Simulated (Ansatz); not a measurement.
Input for Ansatz (a first-principles code): R-BHLYP/def2-TZVPP on K2, 2S+1 = 1, a spin state set in the input, which need not be the lowest, a point of a bond scan (R = 4.029 Å).

Ansatz 0.2 input:
```yaml
crystal:
  periodic: [false, false, false]
  atoms:
    - {symbol: K, position_ang: [0.00000000, 0.00000000, 0.00000000]}
    - {symbol: K, position_ang: [0.00000000, 0.00000000, 4.02908100]}
basis:
  gaussian:
    orbitals: def2-TZVPP
    pivot_positions_ang: [[0.00000000, 0.00000000, 0.00000000], [0.00000000, 0.00000000, 4.02908100]]
hamiltonian:
  xc: {name: BHLYP}
output: {forces: true, orbitals: {seedname: ./end}}
```

Program output:

```
WARN ansatz: RAYON_NUM_THREADS=1 ignored (pool sized by the plan → 1); use --threads N
Functional definition: BHLYP
integrals: 0.02 GiB planned
690 factors; integrals over basis functions are off by at most 4.2e-4 eV
mean field: 0.20 GiB planned
mean field evaluation 1: about -32649.6783 eV, gradient 4.2e0 eV
mean field evaluation 2: about -32649.7132 eV, gradient 2.6e0 eV
mean field evaluation 4: about -32649.7299 eV, gradient 1.5e-1 eV
mean field evaluation 8: about -32649.7290 eV, gradient 3.1e-4 eV
mean field -32649.72903990 eV, -1199.8554114350 hartree, gradient 1.1e-5 eV, S^2 0.000000; 0 other end points of the search recorded, 0 dependent functions left out
the calculation of the forces begins
reference -32649.72916062 eV, -1199.8554158716 hartree; 19, 19 occupied and 47, 47 virtual orbitals, 690 factors
Total energy: -32649.72916062 eV, -1199.8554158716 hartree
Atom 0 at     0.000000     0.000000     0.000000 Å, force    -0.000000    -0.000000     0.030312 eV/Å
Atom 1 at     0.000000     0.000000     4.029081 Å, force     0.000000     0.000000    -0.030312 eV/Å
Dipole moment:    -0.000000     0.000000    -0.000000 e Å
```

The run converged.

Cost: very roughly 2.8 core-seconds.
